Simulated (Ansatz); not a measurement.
Consider the formal exchange of groups at a C–C bond: `[SiH3]CC[SeH]` + `[SiH3]Br` → `[SiH3]C[SiH2]Br` + `C[SeH]`.

Calculated with Ansatz (gas phase, PBE0-D4/def2-TZVP geometries, no zero-point term in ΔE). CBS: MP2 limit from def2 TZ/QZ plus the TZ coupled-cluster correction, frozen cores. Functionals use def2-TZVPP. For Br, Se outer-core shells are correlated without core-valence functions, which leaves a few kJ/mol of doubt a bond. Scalar relativity is left out up to krypton. One conformer a species, not always the lowest.

| level | ΔE (kcal/mol) |
| --- | --- |
| PBE-D4 | -13.9 |
| PBE0-D4 | -14.3 |
| ωB97M-V | -14.6 |
| SCS-MP2/def2-TZVPP | -13.5 |
| CCSD/def2-TZVPP | -13.7 |
| CCSD(T)/def2-TZVPP | -13.7 |
| MP2/def2-QZVPP | -14.2 |
| HF/CBS(def2) | -13.7 |

Task: What does CCSD(T)/CBS give? (Best estimate.)

Result: Ansatz gave: -13.9 kcal/mol. The listed levels differ from it by 0.0, -0.4, -0.7, 0.4, 0.2, 0.2, -0.3, 0.2 kcal/mol.

Largest T1 diagnostic among the species: 0.010.
